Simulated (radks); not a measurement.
The numbers below are computed, except where a source is named.
Rb10+, 27 electrons, occupied as [Ar] 3d9 (the NIST ground configuration).

Code: a radial shooting solver on a logarithmic mesh with Libxc functionals. Model: scalar-relativistic Kohn-Sham, PW91, spin-unpolarised, spherical densities, finite nucleus; Fermi nuclear charge, rms radius 4.2036 fm.

Energy parts (hartree):
part                       energy
total                 -2947.28602
kinetic                3019.34475
electron-nucleus      -6899.04429
Hartree                1027.49905
exchange-correlation    -95.08552

Orbitals (lengths in bohr, moments of r in powers of bohr; <r^-3> diverges for s and p1/2; r(90%) holds 90 % of the orbital's charge):
orbital  occ.  eigenvalue (hartree)  <r^-3>       <r^4>  r(90%)     <r^2>
1s          2             -560.2490       -  0.00001234  0.0721  0.002187
2s          2             -81.36649       -    0.002390   0.275   0.03723
2p          6             -73.01845    1647    0.001722   0.253   0.02936
3s          2             -18.08985       -      0.1295   0.743    0.2892
3p          6             -15.39189   261.0      0.1455   0.767    0.2988
3d          9             -10.94426   33.56      0.1704   0.797    0.2977
4s          0              -6.78672       -       3.316    1.66     1.535
4p          0              -5.95943   55.22       4.236    1.77     1.725
4d          0              -4.66790   6.758       6.719    1.99     2.137

The highest occupied level is 3d at -297.81 eV. The density falls to 0.001 e/bohr^3 at r = 1.64 bohr. The electron density at the nucleus is 5.573e+04 e/bohr^3 (large components only). For comparison, the ionisation energy in NIST's Atomic Spectra Database is 313 eV (theoretical). In exact Kohn-Sham theory the highest level is minus the ionisation energy, but local and semilocal functionals leave it too shallow, through self-interaction and a potential that decays too fast; potentials with the right tail come closer.

Beside tabulated values, note that spin-unpolarised runs miss the spin-polarisation part of the exchange energy of open shells.
